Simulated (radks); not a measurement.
Charge is removed step by step from the 1s level of neutral carbon, starting from [He] 2s2 2p2. All-electron calculation, non-relativistic Kohn-Sham, PBE, spin-unpolarised, spherical densities, point nucleus. Program: a radial shooting solver on a logarithmic mesh with Libxc functionals.

| removed (e) | E - E(0) (eV) | eigenvalue (eV) | E minus straight line (eV) |
|---|---|---|---|
| 0 | 0.000 | -273.26 | 0.000 |
| 0.25 | 70.198 | -288.40 | -5.863 |
| 0.5 | 144.24 | -304.00 | -7.882 |
| 0.75 | 222.23 | -319.96 | -5.954 |
| 1 | 304.24 | -336.18 | 0.000 |

Removing the whole electron costs 304.24 eV by Delta-SCF, against 273.26 eV from minus the eigenvalue at the starting occupation. Slater's transition state (half an electron removed) gives 304.00 eV. Integrating minus the eigenvalue over the occupation (Janak's theorem) gives 304.24 eV. The mean slope of the eigenvalue, de/dn, is 62.9 eV per electron.
